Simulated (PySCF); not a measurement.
# Computed records: CH₅BNSi, Al₂H₂O₂, AlFH₂NO, C₂H₆BO and others

Calculation on a computer-drawn molecule: the log of a Hartree-Fock and frozen-core CCSD(T) single point meant for a local Hartree-Fock minimum, with one planted fault or none, to be diagnosed. Offsets are logged minus clean, where the clean run is the same molecule without the fault. The reference is restricted for singlets and unrestricted otherwise, and also for a bond in bohr or an excited solution. Adding or removing an electron swaps singlet and doublet. The excited solution moves the top pair (singlet) or top alpha electron (doublet) to the lowest empty orbital. Highest occupied and lowest empty are orbital energies over both spins, largest force is the largest gradient component, triples share is (T) over the correlation energy, the T1 limit is 0.02 restricted and 0.045 unrestricted, electrons count all cores, a negative frequency is imaginary (commonest isotopes), and the dipole is about the centre of nuclear charge. Program: PySCF 2.14.0.

Common to all runs: logged SCF converged yes; logged CC converged yes; logged SCF stable within its kind yes; possible faults no fault, one electron removed, one electron added, multiplicity raised by two, geometry at a saddle point, SCF held on an excited solution, minimal basis STO-3G, one bond length entered in bohr, all coordinates scaled.

(1) 
```xyz
9
formula=CH5BNSi meant_charge=0 meant_multiplicity=2 meant_basis=cc-pV(D+d)Z logged_electrons=38 logged_basis_functions=90 logged_spin_squared=0 logged_highest_occupied=0.15398 logged_lowest_empty=8.6274 logged_largest_force=0.06651 logged_T1_diagnostic=0.017249 logged_D1_diagnostic=0.055675 logged_triples_share=0.035209 logged_dipole_magnitude=3.8336 logged_energy_HF=-408.82208 logged_energy_CCSD(T)=-409.38621 planted_fault=one_electron_added HF_energy_offset_from_clean_run=28.13 CCSD(T)_energy_offset_from_clean_run=2.185
B     -0.8194    -0.2444    -1.4302
N     -0.0965     0.3817    -0.6365
Si     0.7794     1.2829     0.5278
C      2.0623     0.2058     1.3842
H     -1.4954    -0.8376    -2.1821
H      1.4363     2.4401    -0.1335
H      2.6328     0.7915     2.1101
H      2.7615    -0.2088     0.6511
H      1.5874    -0.6255     1.9107
```

Units: logged_highest_occupied, logged_lowest_empty in eV; logged_largest_force in hartree/bohr; logged_dipole_magnitude in debye; logged_energy_HF, logged_energy_CCSD(T) in hartree; HF_energy_offset_from_clean_run, CCSD(T)_energy_offset_from_clean_run in kcal/mol.

Drawn bonds:
```
atom  other atom  order
   1           2      2
   2           3      1
   3           4      1
   1           5      1
   3           6      1
   4           7      1
   4           8      1
   4           9      1
```

Notes: highest electron not bound in this basis.

(2) 
```xyz
6
formula=Al2H2O2 meant_charge=0 meant_multiplicity=1 meant_basis=cc-pV(D+d)Z logged_electrons=43 logged_basis_functions=84 logged_spin_squared=0.755 logged_highest_occupied=-15.439 logged_lowest_empty=-6.3017 logged_largest_force=0.13037 logged_T1_diagnostic=0.018289 logged_D1_diagnostic=0.054905 logged_triples_share=0.020595 logged_dipole_magnitude=2.9475 logged_energy_HF=-634.53048 logged_energy_CCSD(T)=-634.99275 planted_fault=one_electron_removed HF_energy_offset_from_clean_run=179.1 CCSD(T)_energy_offset_from_clean_run=221
O     -3.0117    -2.1223    -0.7215
Al    -1.5412    -2.0857    -0.1591
O     -0.0009    -2.0483     0.4297
Al     1.5869    -2.0110     1.0367
H      2.2181    -3.3683     1.5103
H      2.3169    -0.6219     1.0840
```

Units: logged_highest_occupied, logged_lowest_empty in eV; logged_largest_force in hartree/bohr; logged_dipole_magnitude in debye; logged_energy_HF, logged_energy_CCSD(T) in hartree; HF_energy_offset_from_clean_run, CCSD(T)_energy_offset_from_clean_run in kcal/mol.

Drawn bonds:
```
atom  other atom  order
   1           2      2
   2           3      1
   3           4      1
   4           5      1
   4           6      1
```

(3) 
```xyz
6
formula=AlFH2NO meant_charge=-1 meant_multiplicity=1 meant_basis=aug-cc-pV(D+d)Z logged_electrons=40 logged_basis_functions=119 logged_spin_squared=0 logged_highest_occupied=-4.5636 logged_lowest_empty=3.6405 logged_largest_force=7.206e-06 logged_lowest_frequency=232.31 logged_T1_diagnostic=0.019185 logged_D1_diagnostic=0.051501 logged_triples_share=0.030498 logged_dipole_magnitude=5.8807 logged_energy_HF=-472.03073 logged_energy_CCSD(T)=-472.74077 planted_fault=no_fault HF_energy_offset_from_clean_run=0 CCSD(T)_energy_offset_from_clean_run=0
N     -0.4996     1.0673    -1.9671
Al     0.5326     1.3115    -0.4944
O      0.4895     2.5208     0.5772
F      1.5601    -0.0309    -0.5018
H     -1.2206     1.6951    -2.2539
H     -0.4284     0.2967    -2.5978
```

Units: logged_highest_occupied, logged_lowest_empty in eV; logged_largest_force in hartree/bohr; logged_lowest_frequency in cm⁻¹; logged_dipole_magnitude in debye; logged_energy_HF, logged_energy_CCSD(T) in hartree; HF_energy_offset_from_clean_run, CCSD(T)_energy_offset_from_clean_run in kcal/mol.

Drawn bonds:
```
atom  other atom  order
   1           2      1
   2           3      1
   2           4      1
   1           5      1
   1           6      1
```

(4) 
```xyz
10
formula=C2H6BO meant_charge=0 meant_multiplicity=2 meant_basis=cc-pVDZ logged_electrons=31 logged_basis_functions=86 logged_spin_squared=0.7535 logged_highest_occupied=-8.2961 logged_lowest_empty=3.6289 logged_largest_force=0.078254 logged_T1_diagnostic=0.012745 logged_D1_diagnostic=0.046359 logged_triples_share=0.024782 logged_dipole_magnitude=2.3801 logged_energy_HF=-178.70505 logged_energy_CCSD(T)=-179.28534
B     -2.4131     1.4199    -1.2391
O     -1.8748     0.7391    -2.1151
C     -0.6235     0.8813    -2.5211
C      0.1061    -0.2950    -2.2560
H     -1.9066     2.2508    -0.6754
H     -0.2045     1.6847    -2.0613
H     -0.6555     1.0658    -3.5184
H      1.0529    -0.2063    -2.6162
H     -0.3358    -1.0949    -2.6994
H      0.1575    -0.4710    -1.2562
```

Units: logged_highest_occupied, logged_lowest_empty in eV; logged_largest_force in hartree/bohr; logged_dipole_magnitude in debye; logged_energy_HF, logged_energy_CCSD(T) in hartree.

Drawn bonds:
```
atom  other atom  order
   1           2      1
   2           3      1
   3           4      1
   1           5      1
   3           6      1
   3           7      1
   4           8      1
   4           9      1
   4          10      1
```

(5) 
```xyz
8
formula=BH4NOSi meant_charge=0 meant_multiplicity=1 meant_basis=cc-pV(D+d)Z logged_electrons=38 logged_basis_functions=85 logged_spin_squared=0 logged_highest_occupied=-10.154 logged_lowest_empty=1.3677 logged_largest_force=4.398e-05 logged_lowest_frequency=-132.97 logged_T1_diagnostic=0.018181 logged_D1_diagnostic=0.060012 logged_triples_share=0.030198 logged_dipole_magnitude=3.126 logged_energy_HF=-445.31252 logged_energy_CCSD(T)=-445.88999
O      2.1081    -0.7608     0.0000
B      1.0063     0.0374     0.0000
N     -0.2887    -0.5554     0.0000
Si    -1.7698    -0.0500     0.0000
H      2.9132    -0.2685     0.0000
H      1.1817     1.2413     0.0000
H     -2.8978    -0.9917     0.0000
H     -2.2531     1.3478     0.0000
```

Units: logged_highest_occupied, logged_lowest_empty in eV; logged_largest_force in hartree/bohr; logged_lowest_frequency in cm⁻¹; logged_dipole_magnitude in debye; logged_energy_HF, logged_energy_CCSD(T) in hartree.

Drawn bonds:
```
atom  other atom  order
   1           2      1
   2           3      1
   3           4      2
   1           5      1
   2           6      1
   4           7      1
   4           8      1
```

(6) 
```xyz
8
formula=BH5NSi meant_charge=0 meant_multiplicity=2 meant_basis=cc-pV(D+d)Z logged_electrons=30 logged_basis_functions=76 logged_spin_squared=0 logged_highest_occupied=-17.771 logged_lowest_empty=-5.8327 logged_largest_force=0.087584 logged_T1_diagnostic=0.020635 logged_D1_diagnostic=0.076446 logged_triples_share=0.027345 logged_dipole_magnitude=0.16876 logged_energy_HF=-370.7117 logged_energy_CCSD(T)=-371.09666
B     -2.5047     1.4099    -0.6693
Si    -2.7138    -0.4849    -0.5855
N     -1.8565    -1.5577     0.4032
H     -1.7019     1.9771     0.0202
H     -3.2010     2.0200    -1.4332
H     -3.6615    -1.2921    -1.3791
H     -1.1466    -1.2646     1.0453
H     -2.0028    -2.5472     0.4113
```

Units: logged_highest_occupied, logged_lowest_empty in eV; logged_largest_force in hartree/bohr; logged_dipole_magnitude in debye; logged_energy_HF, logged_energy_CCSD(T) in hartree.

Drawn bonds:
```
atom  other atom  order
   1           2      1
   2           3      1
   1           4      1
   1           5      1
   2           6      1
   3           7      1
   3           8      1
```

Notes: T1 above single-reference limit.

Q: Which fault was planted in the run of C₂H₆BO (entry 4)?
A: all coordinates scaled, by -6.9 %

Q: BH₄NOSi (entry 5): planted fault?
A: geometry at a saddle point

Q: BH₅NSi (entry 6): planted fault?
A: one electron removed

Further results for C₂H₆BO (entry 4):

```
HF energy offset from clean run      : 33.16 kcal/mol
CCSD(T) energy offset from clean run : 42.38 kcal/mol
```

Further results for BH₄NOSi (entry 5):

```
HF energy offset from clean run      : 6.356 kcal/mol
CCSD(T) energy offset from clean run : 6.903 kcal/mol
```

Further results for BH₅NSi (entry 6):

```
HF energy offset from clean run      : 150.5 kcal/mol
CCSD(T) energy offset from clean run : 159.9 kcal/mol
```
